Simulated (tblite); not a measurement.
C4H5N4 (doublet state).
Atom-mapped SMILES: `[CH3:1]/[N:2]=[CH:3]\[C:4]1=[N:5][N:6]=[CH:7][N:8]1` (hydrogens: H9, H10, H11 on C1; H12 on C3; H13 on C7)

The geometry is computed with GFN2-xTB (gas phase). This method treats the open shell by occupation alone, without spin polarisation.

Task: List the bond lengths, angles and torsions at this level.

Result: 
| bond | length (bohr) |
| --- | --- |
| C1–N2 | 2.671 |
| N2=C3 | 2.380 |
| C3–C4 | 2.711 |
| C4–N5 | 2.550 |
| N5–N6 | 2.423 |
| N6–C7 | 2.520 |
| C7–N8 | 2.510 |
| C4–N8 | 2.545 |
| C1–H9, C1–H10, C1–H11 | 2.065 |
| C3–H12 | 2.046 |
| C7–H13 | 2.021 |

Bonds in one row agree within 0.02 bohr and their mean is given. A selection of angles:
| angle | degrees |
| --- | --- |
| N2–C1–H9 | 111.3 |
| N2–C1–H11 | 108.0 |
| H9–C1–H10 | 107.7 |
| H9–C1–H11 | 109.7 |
| C1–N2–C3 | 127.5 |
| N2–C3–C4 | 124.7 |
| N2–C3–H12 | 118.8 |
| C4–C3–H12 | 116.4 |
| C3–C4–N5 | 123.0 |
| C3–C4–N8 | 126.5 |
| N5–C4–N8 | 110.6 |
| C4–N5–N6 | 106.9 |
| N5–N6–C7 | 108.4 |
| N6–C7–N8 | 111.1 |
| N6–C7–H13 | 124.0 |
| N8–C7–H13 | 124.9 |
| C4–N8–C7 | 103.1 |

Dihedral angles: C1–N2–C3–C4 0° (synperiplanar); N2–C3–C4–N5 180° (antiperiplanar). The mirror-image conformer, all signs reversed, is as good.

Of the pairs four or more bonds apart, C1···N8 is among the closest relative to their van der Waals radii: 2.84 Å, 87 % of the sum of Bondi's values. C4 (carbon bonded to C and 2 N) is planar (angles 126.5°, 123.0° and 110.6°, sum 360.0°, 0.00 Å off the plane of its three neighbours). C7 (carbon bonded to 2 N and H) is planar (angles 124.9°, 124.0° and 111.1°, sum 360.0°, 0.00 Å off the plane of its three neighbours). C3 (carbon bonded to C, N and H) is planar (angles 124.7°, 118.8° and 116.4°, sum 360.0°, 0.00 Å off the plane of its three neighbours). The 8 heavy atoms lie in one plane (0.003 Å rms). N5 (nitrogen bonded to C and N) is bent (angle 106.9°). The 6 C–N bonds span 1.260 Å (N2=C3, drawn double) to 1.413 Å (C1–N2, drawn single), a spread of 0.153 Å.

Point group: near Cs, missed by 0.20 Å at most; the miss may be what the optimiser left on a soft mode. GFN2-xTB frequencies show an imaginary mode (109i cm⁻¹), so the point is no minimum at that level.

On one thread, AMD EPYC (x86_64) (shared host), this took 0.33 s wall. That covers the optimisation of the geometry.
